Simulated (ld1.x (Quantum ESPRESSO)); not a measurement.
# cobalt (Co): excitation energies, all-electron against TM semilocal

| Property | Result |
| --- | --- |
| Element | cobalt |
| Generator | ld1.x (Quantum ESPRESSO) 7.5 |
| Type | norm-conserving Troullier–Martins (semilocal form) |
| Functional | PBE |
| Relativity | scalar-relativistic |
| Frozen core | [Ar] |
| Valence charge | 9 |
| Reference configuration | 3d7 4s0 4p0 (charge +2) |
| Partial waves | 4p (bound, empty): rc 2.15 bohr; 3d (bound): rc 1.60 bohr; 4s (bound, empty): rc 1.55 bohr |
| Local potential | the s channel |
| Core correction | none |

Energies are relative to the spin-unpolarised reference configuration 3d7 4s0 4p0; without spin polarisation the order of configurations can differ from experiment. The frozen-core shift is the all-electron ΔE with the core orbitals held at their reference shape minus the fully relaxed ΔE.

| valence configuration | charge | ΔE all-electron (eV) | error AE − PS (meV) | frozen-core shift (meV) |
| --- | --- | --- | --- | --- |
| 3d7 4s2 4p0 | 0 | -25.816 | +196 | +4.5 |
| 3d7 4s1 4p0 | +1 | -16.786 | +75 | +1.0 |
| 3d7 4s0 4p1 | +1 | -11.417 | +33 | -0.3 |
| 3d7.5 4s1.5 4p0 | 0 | -26.776 | +157 | +19 |
| 3d7 4s0 4p2 | 0 | -16.837 | +72 | 0.0 |
| 3d6 4s2 4p1 | 0 | -16.156 | +38 | +182 |

Task: What are ΔE and the potential's error for 3d6 4s0 4p0?

Result: ΔE = 35.870 eV all-electron; the error (AE − PS) is -172 meV.

Levels in the configuration 3d7 4s2 4p0:

```
level  all-electron (eV)  pseudo (eV)
   3d             -8.204       -8.277
   4s             -5.470       -5.574
```

A variational frozen-core shift is positive and of second order in the change. This column holds negative values, so the frozen-core run of ld1.x carries numerical noise or an error of first order here, and the column gives no more than the rough size of the effect.
